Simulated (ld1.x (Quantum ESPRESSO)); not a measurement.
**An all-electron radial function and its pseudo partner (Ga)**

Columns: radius, all-electron u(r) and pseudo u(r) of the 4s shell (level -9.17 eV) of gallium in the configuration [Ar] 3d10 4s2 4p1; LDA (PZ), scalar-relativistic, ultrasoft scheme, ld1.x (Quantum ESPRESSO) 7.5.

```csv
r (bohr),all-electron,pseudo
0.110,-0.1572,-0.0770
0.220,-0.0960,-0.1530
0.330,0.1643,-0.2269
0.440,0.3064,-0.2977
0.550,0.2994,-0.3647
0.660,0.1972,-0.4270
0.770,0.0521,-0.4841
0.880,-0.1017,-0.5353
0.990,-0.2458,-0.5805
1.100,-0.3713,-0.6194
1.210,-0.4752,-0.6519
1.320,-0.5575,-0.6780
1.430,-0.6198,-0.6979
1.540,-0.6643,-0.7119
1.650,-0.6936,-0.7202
1.760,-0.7099,-0.7232
1.870,-0.7155,-0.7210
1.980,-0.7125,-0.7141
2.090,-0.7024,-0.7026
2.200,-0.6868,-0.6868
2.310,-0.6669,-0.6669
2.420,-0.6439,-0.6439
2.530,-0.6186,-0.6186
2.640,-0.5917,-0.5917
2.750,-0.5638,-0.5638
2.860,-0.5355,-0.5355
```

Q: How many radial nodes do the two functions have?

A: The all-electron 4s function has n − l − 1 = 3 (the table is too coarse to show those close to the nucleus); the pseudo-wave has 0, since the states of the same l below it are removed with the core.

Q: At about which radius was the pseudo-wave matched?

A: 2.20 bohr. The columns agree to 0.0005 from 2.09 bohr on; several derivatives are matched, so the curves merge somewhat inside the radius.

Q: Is the pseudo-wave norm-conserving?

A: No, it belongs to an ultrasoft set: the norm inside the radius is not constrained, and the difference is carried by the augmentation charge.
